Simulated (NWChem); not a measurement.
System: ZnI₂; SMILES [I][Zn][I]

Here is an NWChem input.

```
start job
memory heap 200 mb stack 900 mb global 1100 mb
geometry units angstroms noautoz
  Zn     0.000000     0.000000     0.000000
  I      0.000000     0.000000     2.424175
  I      0.000000     0.000000    -2.424175
end
basis spherical
  * library def2-svp
end
ecp
  I library def2-ecp
end
dft
  xc xtpss03 ctpss03
  iterations 150
end
task dft gradient
```

Parts of the log:

```
             Northwest Computational Chemistry Package (NWChem) 7.3.0
             --------------------------------------------------------

 ORDER OF PRIMARY AXIS IS BEING SET TO 4
 D4H symmetry detected

                             Geometry "geometry" -> ""
                             -------------------------

 Output coordinates in angstroms (scale by  1.889725989 to convert to a.u.)

  No.       Tag          Charge          X              Y              Z
 ---- ---------------- ---------- -------------- -------------- --------------
    1 Zn                  30.0000     0.00000000     0.00000000     0.00000000
    2 I                   53.0000     0.00000000     0.00000000     2.42417500
    3 I                   53.0000     0.00000000     0.00000000    -2.42417500

 Effective nuclear repulsion energy (a.u.)    1000.7582365296

      Symmetry information
      --------------------

 Group name             D4h
 Group number             28
 Group order              16
 No. of unique centers     2

                                 NWChem DFT Module
                                 -----------------

 Summary of "ao basis" -> "ao basis" (spherical)
 ------------------------------------------------------------------------------
       Tag                 Description            Shells   Functions and Types
 ---------------- ------------------------------  ------  ---------------------
 Zn                         def2-svp                11       31   5s3p2d1f
 I                          def2-svp                10       26   4s4p2d

      Symmetry analysis of basis
      --------------------------

        a1g        17
        a1u         0
        a2g         0
        a2u        14
        b1g         4
        b1u         3
        b2g         4
        b2u         3
        eg         16
        eu         22

            General Information
            -------------------
          SCF calculation type: DFT
          Wavefunction type:  closed shell.
          No. of atoms     :     3
          No. of electrons :    80
           Alpha electrons :    40
            Beta electrons :    40
          Charge           :     0
          Spin multiplicity:     1
          Use of symmetry is: on ; symmetry adaption is: on
          Maximum number of iterations: 150
          AO basis - number of functions:    83
                     number of shells:    31
          Convergence on energy requested:  1.00D-06
          Convergence on density requested:  1.00D-05
          Convergence on gradient requested:  5.00D-04

              XC Information
              --------------
                  TPSS metaGGA Exchange Functional  1.000
             TPSS03 metaGGA Correlation Functional  1.000

             Grid Information
             ----------------
          Grid used for XC integration:  medium
          Radial quadrature: Mura-Knowles
          Angular quadrature: Lebedev.
          Tag              B.-S. Rad. Rad. Pts. Rad. Cut. Ang. Pts.
          ---              ---------- --------- --------- ---------
          Zn                  1.35      112           9.0       590
          I                   1.40      123          12.0       590
          Grid pruning is: on
          Number of quadrature shells:   235
          Spatial weights used:  Erf1

      Superposition of Atomic Density Guess
      -------------------------------------

 Sum of atomic energies:       -2471.81571967

      Non-variational initial energy
      ------------------------------

 Total energy =   -2371.303870
 1-e energy   =   -4309.534866
 2-e energy   =    1542.577314
 HOMO         =      -0.351877
 LUMO         =      -0.032829

      Symmetry analysis of molecular orbitals - initial
      -------------------------------------------------

 !! scf_movecs_sym_adapt:   14 vectors were symmetry contaminated

  Symmetry fudging

 !! scf_movecs_sym_adapt:   12 vectors were symmetry contaminated

  Numbering of irreducible representations:

     1 a1g         2 a1u         3 a2g         4 a2u         5 b1g
     6 b1u         7 b2g         8 b2u         9 eg         10 eu

  Orbital symmetries:

     1 a1g         2 a1g         3 a2u         4 eu          5 eu
     6 a1g         7 a2u         8 a1g         9 a1g        10 a2u
    11 eu         12 eu         13 eg         14 eg         15 a2u
    16 eu         17 eu         18 a1g        19 a2u        20 eu
    21 eu         22 eg         23 eg         24 b2g        25 b1g
    26 b1u        27 b2u        28 a1g        29 a2u        30 eg
    31 eg         32 a1g        33 b1g        34 b2g        35 a1g
    36 a2u        37 eu         38 eu         39 eg         40 eg
    41 a1g        42 a1g        43 eu         44 eu         45 a2u
    46 a2u        47 a1g        48 eu         49 eu         50 eg

   convergence    iter        energy       DeltaE   RMS-Dens  Diis-err
 ---------------- ----- ----------------- --------- --------- ---------
 d= 0,ls=0.0,diis     1  -2374.3863466172 -2.77D+03  2.04D-02  2.95D-01
 d= 0,ls=0.0,diis     2  -2374.3544452645  3.19D-02  1.27D-02  3.95D-01
 d= 0,ls=0.0,diis     3  -2374.4308724692 -7.64D-02  2.68D-03  5.10D-02
 d= 0,ls=0.0,diis     4  -2374.4370776891 -6.21D-03  5.26D-04  1.24D-02

 !! scf_movecs_sym_adapt:    2 vectors were symmetry contaminated

  Symmetry fudging
 d= 0,ls=0.0,diis     5  -2374.4378410739 -7.63D-04  1.12D-04  5.14D-05
  Resetting Diis
 d= 0,ls=0.0,diis     6  -2374.4378458237 -4.75D-06  3.68D-05  6.31D-06

 !! scf_movecs_sym_adapt:    2 vectors were symmetry contaminated

[...]

                         DFT ENERGY GRADIENTS

    atom               coordinates                        gradient
                 x          y          z           x          y          z
   1 Zn      0.000000   0.000000   0.000000    0.000000   0.000000   0.000000
   2 I       0.000000   0.000000   4.581026    0.000000   0.000000  -0.001502
   3 I       0.000000   0.000000  -4.581026    0.000000  -0.000000   0.001502
```

Level: TPSS/def2-SVP with def2 effective core potentials on I. Geometry: optimised at PBE0/def2-SVP. def2 effective core potentials on I; no spin-orbit coupling.
